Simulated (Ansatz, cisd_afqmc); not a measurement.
System: CaO, charge 0, singlet. CaO (SMILES [O]=[Ca]).
B3LYP-D3(BJ)/def2-TZVP minimum from Ansatz (a first-principles code):
```xyz
2

Ca     0.0000     0.0000    -0.5211
O      0.0000     0.0000     1.3028
```
Charge 0, spin multiplicity 1.

Total energies in def2-TZVPP, 8 correlated electrons, 10 frozen orbitals. Open shells are spin-unrestricted; no spin-orbit coupling. Correlated methods leave the cores frozen (noble-gas shells, and filled d and f shells in the p block). No relativity. AFQMC/CISD: phaseless, guided by CISD from CCSD amplitudes; bars are statistical, one sigma. Outlying blocks are dropped, and bars are widened where a walk drifts. Over all cases where full CI ran beside it in this data, AFQMC minus full CI had a median of +0.1 mEh and passed +0.4 mEh in a tenth of the cases. The T1 diagnostic of CaO ([O]=[Ca], singlet) reaches 0.056 in the sets run.

```csv
method,program,energy (Eh),minus CCSDTQ (mEh)
HF,Ansatz,-751.56949,301.59
MP2,Ansatz,-751.87303,-1.96
CCSD,Ansatz,-751.85385,17.23
CCSD(T),Ansatz,-751.87031,0.77
CCSDT(Q),Ansatz,-751.87193,-0.86
CCSDTQ,Ansatz,-751.87107,0.00
AFQMC/CISD,cisd_afqmc,-751.8698 ± 0.0004,1.2 ± 0.4
```

Rough core times of Ansatz's runs on a shared machine: CCSD(T) under 20 s, CCSDT(Q) 30 s, CCSDTQ 20 min.
